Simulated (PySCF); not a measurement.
CdHBr, SMILES [Br][CdH]. Heavy atoms are numbered as in [CdH:1][Br:3]. Hydrogens are named by the atom that carries them.

Coordinates come from a B3LYP-D3(BJ)/def2-TZVP optimisation. The def2 effective core potentials stand for the cores of Cd; spin–orbit coupling is left out.

Level of theory: r2SCAN/def2-TZVPD run with PySCF.

Mulliken values depend strongly on the basis, most of all with diffuse functions as here. ESP charges are fitted to the potential on shells at 1.4 to 2.0 van der Waals radii. Atomic charges (e), one atom of each kind:

| atom | Mulliken | ESP fit |
|---|---|---|
| Cd1 (CdH) | 0.46 | … |
| H on Cd1 | -0.07 | … |
| Br3 | -0.39 | … |

**Question.** Fill in the missing entries. (Estimate from the structure and the level; the computed values follow.)

**Answer.** 
- Cd1 (CdH), ESP fit: 0.55
- H on Cd1, ESP fit: -0.19
- Br3, ESP fit: -0.35
